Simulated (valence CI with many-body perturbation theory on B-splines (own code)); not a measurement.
## Yb⁵⁵⁺: calculated level list

Calculated by relativistic CI+MBPT: five valence electrons over a frozen Dirac-Fock core [Ne], radial functions for each j: 11 s, 11 p, 10 d, 8 f, 5 g, 2 h, with the one-electron correlation potential Σ1, the two-electron term Σ2, the three-electron term Σ3, Breit, model QED; selected CI, second order for the rest, scaled by the run's own slope (own B-spline code, finite nucleus).

The last digits are not significant, and no measured levels were compared; by estimate large intervals hold to a few tenths of a per cent, small ones and those within an open d or f shell to about a per cent. Among the levels kept, up to 3000 cm⁻¹ of a level comes from second order outside the variational space, and about a tenth of that is noise between levels of different J, which matters for small intervals.

Levels 1 to 45 of 166, with energies above the lowest level, (3s^2 3p1/2^2 3p3/2) J=3/2. "Leading %" is the weight of the configuration and term that name the level; weights of strongly mixed levels are sums over their largest components and can fall short. In the jj column 3d3/2^4 stands for four electrons in 3d with j = 3/2.

```csv
No.,Configuration,Term,J,E (× 10³ cm⁻¹),Leading %,Second component,Leading jj,g
1,3s2 3p3,2P°,3/2,0.00,47,27 % 3s2 3p3 2D°,3s^2 3p1/2^2 3p3/2 (99 %),1.348
2,3s2 3p2 3d,2D,3/2,1723.9,40,34 % 3s2 3p2 3d 4F,3s^2 3p1/2^2 3d3/2 (99 %),0.778
3,3s2 3p3,4S°,3/2,2092.5,55,44 % 3s2 3p3 2D°,3s^2 3p1/2 3p3/2^2 (99 %),1.453
4,3s2 3p3,2D°,5/2,2182.2,99,,3s^2 3p1/2 3p3/2^2 (99 %),1.188
5,3s2 3p3,2P°,1/2,2297.2,99,,3s^2 3p1/2 3p3/2^2 (99 %),0.650
6,3s2 3p2 3d,2D,5/2,2323.4,32,20 % 3s2 3p2 3d 4D,3s^2 3p1/2^2 3d5/2 (97 %),1.199
7,3s 3p4,4P,5/2,3381.1,66,26 % 3s 3p4 2D,3s 3p1/2^2 3p3/2^2 (92 %),1.459
8,3s 3p4,2P,3/2,3608.0,33,25 % 3s 3p4 2D,3s 3p1/2^2 3p3/2^2 (69 %),1.148
9,3s 3p4,2S,1/2,3617.7,54,25 % 3s 3p4 4P,3s 3p1/2^2 3p3/2^2 (85 %),2.067
10,3s2 3p2 3d,4F,5/2,3799.0,46,45 % 3s2 3p2 3d 2F,3s^2 3p1/2 3p3/2 3d3/2 (98 %),0.956
11,3s2 3p2 3d,4D,1/2,3822.6,80,13 % 3s2 3p2 3d 2P,3s^2 3p1/2 3p3/2 3d3/2 (99 %),0.209
12,3s2 3p2 3d,4F,3/2,3822.9,33,29 % 3s2 3p2 3d 4D,3s^2 3p1/2 3p3/2 3d3/2 (92 %),0.905
13,3s2 3p2 3d,2G,7/2,3891.6,51,26 % 3s2 3p2 3d 2F,3s^2 3p1/2 3p3/2 3d3/2 (97 %),1.027
14,3s2 3p2 3d,2D,5/2,4113.4,35,24 % 3s2 3p2 3d 2F,3s^2 3p1/2 3p3/2 3d3/2 (92 %),1.167
15,3s2 3p2 3d,2P,1/2,4185.8,38,32 % 3s2 3p2 3d 4P,3s^2 3p1/2 3p3/2 3d3/2 (88 %),1.666
16,3s2 3p2 3d,2D,3/2,4187.7,26,23 % 3s2 3p2 3d 4P,3s^2 3p1/2 3p3/2 3d3/2 (77 %),1.224
17,3s2 3p2 3d,4D,7/2,4306.4,47,37 % 3s2 3p2 3d 4F,3s^2 3p1/2 3p3/2 3d5/2 (99 %),1.303
18,3s2 3p2 3d,2P,3/2,4394.0,44,23 % 3s2 3p2 3d 4P,3s^2 3p1/2 3p3/2 3d5/2 (95 %),1.341
19,3s2 3p3,2P°,3/2,4403.7,51,28 % 3s2 3p3 2D°,3s^2 3p3/2^3 (98 %),1.301
20,3s2 3p2 3d,2G,9/2,4404.2,62,38 % 3s2 3p2 3d 4F,3s^2 3p1/2 3p3/2 3d5/2 (99 %),1.184
21,3s2 3p2 3d,2F,5/2,4422.3,35,26 % 3s2 3p2 3d 2D,3s^2 3p1/2 3p3/2 3d5/2 (96 %),1.123
22,3s2 3p2 3d,2D,5/2,4584.6,41,34 % 3s2 3p2 3d 4P,3s^2 3p1/2 3p3/2 3d5/2 (93 %),1.268
23,3s2 3p2 3d,2F,7/2,4588.4,60,17 % 3s2 3p2 3d 2G,3s^2 3p1/2 3p3/2 3d5/2 (96 %),1.119
24,3s2 3p2 3d,2D,3/2,4653.2,61,21 % 3s2 3p2 3d 2P,3s^2 3p1/2 3p3/2 3d5/2 (97 %),0.930
25,3s2 3p2 3d,2P,1/2,4682.4,54,36 % 3s2 3p2 3d 2S,3s^2 3p1/2 3p3/2 3d5/2 (95 %),1.230
26,3s 3p3 3d,4D°,5/2,5068.8,29,21 % 3s 3p3 3d 4F°,3s 3p1/2^2 3p3/2 3d3/2 (95 %),1.265
27,3s 3p3 3d,4D°,3/2,5085.4,26,24 % 3s 3p3 3d 6D°,3s 3p1/2^2 3p3/2 3d3/2 (95 %),1.266
28,3s 3p3 3d,4P°,1/2,5100.7,45,31 % 3s 3p3 3d 6D°,3s 3p1/2^2 3p3/2 3d3/2 (96 %),2.407
29,3s 3p3 3d,4F°,7/2,5145.5,23,18 % 3s 3p3 3d 6D°,3s 3p1/2^2 3p3/2 3d3/2 (92 %),1.259
30,3s 3p3 3d,2D°,3/2,5284.6,27,13 % 3s 3p3 3d 4F°,3s 3p1/2^2 3p3/2 3d3/2 (82 %),1.003
31,3s 3p3 3d,4G°,5/2,5376.6,22,21 % 3s 3p3 3d 2F°,3s 3p1/2^2 3p3/2 3d3/2 (80 %),0.876
32,3s 3p3 3d,4D°,1/2,5408.1,44,24 % 3s 3p3 3d 2P°,3s 3p1/2^2 3p3/2 3d3/2 (88 %),0.558
33,3s 3p4,4P,3/2,5564.5,68,17 % 3s 3p4 2D,3s 3p1/2 3p3/2^3 (87 %),1.486
34,3s 3p3 3d,4F°,9/2,5581.2,48,31 % 3s 3p3 3d 6D°,3s 3p1/2^2 3p3/2 3d5/2 (98 %),1.352
35,3s2 3p 3d2,4G°,5/2,5624.4,44,29 % 3s2 3p 3d2 2F°,3s^2 3p1/2 3d3/2^2 (80 %),0.777
36,3s 3p4,2D,5/2,5697.3,63,23 % 3s 3p4 4P,3s 3p1/2 3p3/2^3 (86 %),1.291
37,3s 3p3 3d,4D°,5/2,5705.0,31,20 % 3s 3p3 3d 4P°,3s 3p1/2^2 3p3/2 3d5/2 (95 %),1.379
38,3s 3p3 3d,2F°,7/2,5766.2,30,28 % 3s 3p3 3d 4D°,3s 3p1/2^2 3p3/2 3d5/2 (88 %),1.256
39,3s 3p3 3d,2D°,3/2,5778.8,32,18 % 3s 3p3 3d 4D°,3s 3p1/2^2 3p3/2 3d5/2 (87 %),1.135
40,3s 3p4,2P,1/2,5850.1,46,28 % 3s 3p4 4P,3s 3p1/2 3p3/2^3 (74 %),1.370
41,3s 3p4,2P,3/2,5868.6,40,27 % 3s 3p4 2D,3s 3p1/2 3p3/2^3 (76 %),1.128
42,3s 3p3 3d,2F°,7/2,5895.8,27,16 % 3s 3p3 3d 4D°,3s 3p1/2^2 3p3/2 3d5/2 (88 %),1.174
43,3s2 3p 3d2,4D°,1/2,5938.3,38,37 % 3s2 3p 3d2 2P°,3s^2 3p1/2 3d3/2^2 (86 %),0.630
44,3s 3p3 3d,2P°,1/2,5958.5,46,35 % 3s 3p3 3d 4D°,3s 3p1/2^2 3p3/2 3d5/2 (94 %),0.644
45,3s2 3p 3d2,4F°,3/2,5966.3,33,27 % 3s2 3p 3d2 2D°,3s^2 3p1/2 3d3/2^2 (77 %),0.795
```

The ionisation energy to 3s2 3p2 3P_0 of the next ion comes out as 5341.7 eV (NIST: 5339 ± 5 eV (theoretical)). All 166 levels together are meant to be complete up to 9138.8 × 10³ cm⁻¹.
